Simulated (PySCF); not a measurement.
**Basis-set dependence of population analyses: `BCBS[SiH3]`**

Compound: CH8B2SSi.
Numbering: `[BH2:1][CH2:2][BH:3][S:4][SiH3:5]` (hydrogens: H6, H7 on B1; H8, H9 on C2; H10 on B3; H11, H12, H13 on Si5)

PBE0 throughout (PySCF), one geometry, spherical d and f functions. The structure is a single PBE0-D3(BJ)/def2-SVP conformer in the gas phase; no vibrational or solvent corrections. Atoms taken as equivalent share a column and are averaged. The first 7 of 9 kinds of atom are listed.

Mulliken charges (e):

| basis | functions | B1 | C2 | B3 | S4 | Si5 | H6/H7 | H8/H9 |
| --- | --- | --- | --- | --- | --- | --- | --- | --- |
| STO-3G | 41 | +0.158 | -0.349 | +0.050 | -0.023 | +0.446 | -0.049 | +0.082 |
| 6-31G | 69 | +0.206 | -0.698 | +0.037 | -0.184 | +0.455 | -0.019 | +0.208 |
| pcSseg-0 | 69 | +0.237 | -1.147 | +0.283 | -0.452 | +0.320 | +0.040 | +0.286 |
| 6-31G* | 94 | +0.097 | -0.602 | +0.045 | -0.191 | +0.303 | +0.004 | +0.209 |
| cc-pVDZ | 118 | -0.011 | -0.068 | -0.030 | -0.156 | +0.188 | -0.006 | +0.061 |
| def2-SVP | 118 | +0.022 | -0.166 | +0.006 | -0.237 | +0.310 | -0.006 | +0.084 |
| pcSseg-1 | 139 | +0.116 | -0.605 | +0.122 | -0.356 | +0.392 | +0.020 | +0.171 |
| aug-cc-pVDZ | 195 | -1.355 | +0.856 | -0.553 | -0.480 | -0.909 | +0.680 | -0.389 |
| 6-311+G(2d,p) | 199 | +0.041 | -0.500 | +0.111 | -0.155 | +0.243 | +0.001 | +0.168 |
| def2-TZVP | 215 | -0.058 | -0.260 | +0.009 | -0.171 | +0.121 | +0.022 | +0.136 |
| cc-pVTZ | 270 | -0.034 | -0.259 | -0.010 | -0.137 | +0.141 | +0.021 | +0.117 |
| IGLO-III | 273 | +0.179 | -0.480 | +0.178 | -0.367 | +0.764 | -0.039 | +0.130 |
| pcSseg-2 | 306 | +0.174 | -0.297 | +0.156 | -0.230 | +0.479 | -0.045 | +0.054 |

IAO charges (e):

| basis | functions | B1 | C2 | B3 | S4 | Si5 | H6/H7 | H8/H9 |
| --- | --- | --- | --- | --- | --- | --- | --- | --- |
| STO-3G | 41 | +0.088 | -0.513 | -0.043 | -0.025 | +0.517 | -0.001 | +0.147 |
| 6-31G | 69 | +0.063 | -0.543 | -0.017 | -0.102 | +0.362 | +0.015 | +0.172 |
| pcSseg-0 | 69 | +0.058 | -0.539 | -0.016 | -0.111 | +0.342 | +0.015 | +0.172 |
| 6-31G* | 94 | +0.082 | -0.536 | 0.000 | -0.124 | +0.499 | +0.007 | +0.166 |
| cc-pVDZ | 118 | +0.066 | -0.533 | -0.007 | -0.119 | +0.495 | +0.012 | +0.167 |
| def2-SVP | 118 | +0.074 | -0.530 | -0.005 | -0.117 | +0.511 | +0.008 | +0.165 |
| pcSseg-1 | 139 | +0.071 | -0.537 | -0.010 | -0.122 | +0.511 | +0.010 | +0.167 |
| aug-cc-pVDZ | 195 | +0.067 | -0.542 | -0.005 | -0.125 | +0.498 | +0.012 | +0.170 |
| 6-311+G(2d,p) | 199 | +0.069 | -0.545 | -0.008 | -0.124 | +0.526 | +0.011 | +0.171 |
| def2-TZVP | 215 | +0.069 | -0.545 | -0.007 | -0.126 | +0.534 | +0.011 | +0.171 |
| cc-pVTZ | 270 | +0.068 | -0.546 | -0.005 | -0.127 | +0.521 | +0.012 | +0.172 |
| IGLO-III | 273 | +0.068 | -0.547 | -0.010 | -0.123 | +0.530 | +0.012 | +0.172 |
| pcSseg-2 | 306 | +0.070 | -0.546 | -0.006 | -0.124 | +0.530 | +0.011 | +0.171 |

Hirshfeld charges (e):

| basis | functions | B1 | C2 | B3 | S4 | Si5 | H6/H7 | H8/H9 |
| --- | --- | --- | --- | --- | --- | --- | --- | --- |
| STO-3G | 41 | +0.158 | -0.136 | +0.084 | -0.048 | +0.348 | -0.075 | +0.020 |
| 6-31G | 69 | +0.148 | -0.181 | +0.106 | -0.113 | +0.280 | -0.058 | +0.049 |
| pcSseg-0 | 69 | +0.154 | -0.197 | +0.101 | -0.095 | +0.304 | -0.059 | +0.043 |
| 6-31G* | 94 | +0.149 | -0.179 | +0.114 | -0.114 | +0.282 | -0.059 | +0.051 |
| cc-pVDZ | 118 | +0.151 | -0.199 | +0.108 | -0.084 | +0.293 | -0.059 | +0.052 |
| def2-SVP | 118 | +0.151 | -0.205 | +0.106 | -0.073 | +0.298 | -0.059 | +0.051 |
| pcSseg-1 | 139 | +0.155 | -0.207 | +0.114 | -0.092 | +0.301 | -0.058 | +0.049 |
| aug-cc-pVDZ | 195 | +0.151 | -0.216 | +0.109 | -0.084 | +0.295 | -0.055 | +0.051 |
| 6-311+G(2d,p) | 199 | +0.154 | -0.211 | +0.108 | -0.086 | +0.299 | -0.057 | +0.050 |
| def2-TZVP | 215 | +0.151 | -0.210 | +0.110 | -0.083 | +0.292 | -0.056 | +0.051 |
| cc-pVTZ | 270 | +0.151 | -0.209 | +0.110 | -0.085 | +0.291 | -0.057 | +0.052 |
| IGLO-III | 273 | +0.148 | -0.217 | +0.105 | -0.069 | +0.289 | -0.056 | +0.050 |
| pcSseg-2 | 306 | +0.151 | -0.214 | +0.110 | -0.086 | +0.298 | -0.056 | +0.051 |

ESP-fitted charges (e):

```
        basis  functions      B1      C2      B3      S4     Si5   H6/H7   H8/H9
       STO-3G         41  +0.276  -0.209  +0.266  -0.199  +0.427  -0.123  +0.034
        6-31G         69  +0.332  -0.335  +0.294  -0.367  +0.434  -0.127  +0.092
     pcSseg-0         69  +0.394  -0.494  +0.393  -0.419  +0.480  -0.134  +0.123
       6-31G*         94  +0.298  -0.300  +0.199  -0.266  +0.309  -0.117  +0.094
      cc-pVDZ        118  +0.263  -0.248  +0.149  -0.207  +0.233  -0.108  +0.083
     def2-SVP        118  +0.270  -0.254  +0.172  -0.231  +0.296  -0.110  +0.082
     pcSseg-1        139  +0.326  -0.351  +0.226  -0.282  +0.372  -0.121  +0.100
  aug-cc-pVDZ        195  +0.308  -0.342  +0.175  -0.210  +0.237  -0.117  +0.107
6-311+G(2d,p)        199  +0.292  -0.328  +0.147  -0.195  +0.236  -0.112  +0.106
    def2-TZVP        215  +0.298  -0.320  +0.160  -0.197  +0.246  -0.116  +0.102
      cc-pVTZ        270  +0.297  -0.318  +0.167  -0.204  +0.256  -0.115  +0.101
     IGLO-III        273  +0.301  -0.332  +0.145  -0.192  +0.222  -0.115  +0.107
     pcSseg-2        306  +0.303  -0.312  +0.193  -0.235  +0.299  -0.118  +0.095
```

Some averages cover members that differ in this geometry, most widely: H6/H7, Mulliken in aug-cc-pVDZ +0.624 to +0.735; H8/H9, Mulliken in aug-cc-pVDZ -0.420 to -0.357; H8/H9, IAO in pcSseg-0 +0.149 to +0.195; H8/H9, IAO in 6-31G +0.151 to +0.194 e.

Q: Which scheme is steadiest as the basis changes?

A: Largest range over the bases for any column: Hirshfeld 0.08 e, IAO 0.19 e, ESP-fitted 0.29 e, Mulliken 2.00 e. Hirshfeld charges move least and Mulliken charges most, counted in e. Without the minimal STO-3G basis the ranges are Hirshfeld 0.05, IAO 0.19, ESP-fitted 0.26, Mulliken 2.00 e.

Q: How much do the charges still move between the two largest bases, IGLO-III and pcSseg-2?

A: At most, over all atoms: Mulliken 0.285 e, IAO 0.003 e, Hirshfeld 0.017 e, ESP-fitted 0.077 e.

Q: What do the same runs give for the total energy, the frontier levels and the dipole moment?

A: 
```
        basis  energy (Eh)  HOMO (eV)  LUMO (eV)  μ (D)
       STO-3G    -771.1166      -5.03       1.23   1.77
        6-31G    -779.8128      -7.98      -1.83   2.06
     pcSseg-0    -778.9113      -8.28      -2.16   2.10
       6-31G*    -779.8911      -7.95      -1.80   1.70
      cc-pVDZ    -779.9358      -7.97      -1.94   1.49
     def2-SVP    -779.6514      -8.02      -1.97   1.53
     pcSseg-1    -779.8914      -8.11      -2.08   1.63
  aug-cc-pVDZ    -779.9435      -8.03      -2.04   1.46
6-311+G(2d,p)    -779.9783      -8.04      -2.05   1.42
    def2-TZVP    -779.9856      -8.05      -2.04   1.39
      cc-pVTZ    -779.9917      -8.05      -2.03   1.41
     IGLO-III    -779.9869      -8.03      -2.04   1.41
     pcSseg-2    -779.9998      -8.07      -2.06   1.52
```

The dipole is fixed by the density alone, so its range of 0.71 D shows that the density itself changes with the basis, not only its division among atoms.
